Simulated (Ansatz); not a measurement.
`CB[SiH](O)[SiH3]` and `CB[SiH2]O` differ in one atom or group.

Ansatz, PBE0-D4/def2-TZVP geometries, multiplicity 1. Each molecule was computed in one conformer, which needn't be the lowest.

```
                                          property  `CB[SiH](O)[SiH3]`
             HOMO energy (ωB97M-V/def2-TZVPP) / eV               -9.20
size of the dipole moment (ωB97M-V/def2-TZVPP) / D                1.81
                HOMO energy (PBE0/def2-TZVPP) / eV               -7.15
               LUMO energy (B3LYP/def2-TZVPP) / eV               -2.17
              HOMO–LUMO gap (PBE0/def2-TZVPP) / eV                5.16
           HOMO–LUMO gap (ωB97M-V/def2-TZVPP) / eV                9.10
```

Problem. What does the change do to each property? (An estimate is asked.)

Solution. Ansatz gave: 
| property | `CB[SiH2]O` | shift |
| --- | --- | --- |
| HOMO energy (ωB97M-V/def2-TZVPP) / eV | -9.69 | -0.49 |
| size of the dipole moment (ωB97M-V/def2-TZVPP) / D | 2.17 | 0.36 |
| HOMO energy (PBE0/def2-TZVPP) / eV | -7.50 | -0.35 |
| LUMO energy (B3LYP/def2-TZVPP) / eV | -2.02 | 0.15 |
| HOMO–LUMO gap (PBE0/def2-TZVPP) / eV | 5.68 | 0.52 |
| HOMO–LUMO gap (ωB97M-V/def2-TZVPP) / eV | 9.83 | 0.73 |

With PBE0 the HOMO falls by 0.35 eV and the LUMO rises by 0.17 eV, so the gap widens by about 0.52 eV. PBE moves the HOMO by -0.21 eV and ωB97M-V by -0.49 eV. Dipoles are sizes alone; their direction can turn.

B3LYP here is the variant with VWN-RPA as its local correlation; programs differ in this.
